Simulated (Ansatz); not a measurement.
`C[NH][InH2]` → `[InH3]` + `C=N` at 400 K and 1 bar (β-hydride elimination).

Isolated molecules relaxed with PBE0-D4/def2-TZVP in Ansatz; ΔE leaves out vibrations. CCSD(T)/CBS is the MP2 limit (def2-TZVPP, def2-QZVPP) plus CCSD(T) − MP2 in def2-TZVPP, frozen cores. This one scheme is used for every species. Elements past krypton have def2 core potentials. For In outer-core shells are correlated without core-valence functions, which leaves a few kJ/mol of doubt a bond.

```tsv
species	CCSD(T)/CBS energy (Eh)	H − E (kJ/mol)	S (J/(mol·K))
`C[NH][InH2]`	-286.14916	199.0	346.0
`[InH3]`	-191.56739	59.8	243.4
`C=N`	-94.52360	119.4	238.9
```

H − E and S are ideal-gas, rigid-rotor, harmonic terms from PBE0-D4/def2-TZVP. 1 Eh = 2625.50 kJ/mol, R = 8.31446 J/(mol·K).

Question: By hand: ΔE, ΔH, ΔS and ΔG.

Answer: ΔE = (-191.56739) + (-94.52360) − (-286.14916) = 0.05817 Eh = 152.7 kJ/mol. Δ(H − E) = 59.8 + 119.4 − 199.0 = -19.8, so ΔH = 132.9 kJ/mol. ΔS = 243.4 + 238.9 − 346.0 = 136.3 J/(mol·K). ΔG = 132.9 − 400 × (136.3)/1000 = 78.4 kJ/mol.

Question: By hand: the equilibrium constant, and the temperature at which ΔG would vanish if ΔH and ΔS stayed fixed.

Answer: log₁₀ K = −ΔG/(RT ln 10) = -10.2. ΔG = 0 at ΔH/ΔS = 975 K.

The number of gas molecules changes by +1, which sets the sign of ΔS. A doubt of 5 kJ/mol in ΔE shifts log₁₀ K by 0.7 here. These are equilibria of isolated gas molecules and say nothing of rates. Largest T1 diagnostic: 0.016 (customary marks: 0.02 for closed shells, 0.045 for open ones).
